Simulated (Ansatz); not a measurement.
Ideal-gas functions of `[F][Ga]([F])[SH]` at 500 K and 1 bar, from an Ansatz frequency run at PBE0-D4/def2-TZVP.

Molar mass 140.79 g/mol, point group Cs (symmetry number 1), electronic degeneracy 1, moments of inertia 83.437, 178.736, 262.173 u Å². Harmonic wavenumbers (cm⁻¹, unscaled): 122, 176, 191, 265, 426, 690, 718, 738, 2705.

Use S(trans) = R[1.5 ln M + 2.5 ln T − 1.1517]; rotational temperatures θ = 24.2544 K / I; S(rot) = R[ln(√π/σ · √(T³/θAθBθC)) + 1.5]; for each mode x = 1.438777 ν̃/T, S = R[x/(eˣ − 1) − ln(1 − e⁻ˣ)] and H = RT x/(eˣ − 1); 1 cm⁻¹ = 0.0119627 kJ/mol; R = 8.31446 J/(mol·K).

Q: By hand: the entropy, in J/(mol·K).

A: Translation 181.3. Rotation: θ = 0.2907, 0.1357, 0.0925 K, giving 118.1. Vibration, mode by mode: 17.06, 14.06, 13.39, 10.77, 7.12, 3.86, 3.62, 3.46, 0.03, in all 73.4. Electronic 0.0. Sum 372.8 J/(mol·K).

Q: By hand: H − E and G − E in kJ/mol, counted from the electronic energy.

A: Zero-point energy ½ × 6031 × 0.0119627 = 36.1; thermal vibration 18.4; translation, rotation and pV give 4 RT = 16.6. H − E = 71.1 kJ/mol, and G − E = 71.1 − 500 × 372.8/1000 = -115.3 kJ/mol.

Vibration gives 20 % of the entropy, 17.1 J/(mol·K) of it from the mode under 150 cm⁻¹: soft modes count most, and the harmonic formula is weakest for them. The sum counts one conformer and one mirror image; others add a mixing term.
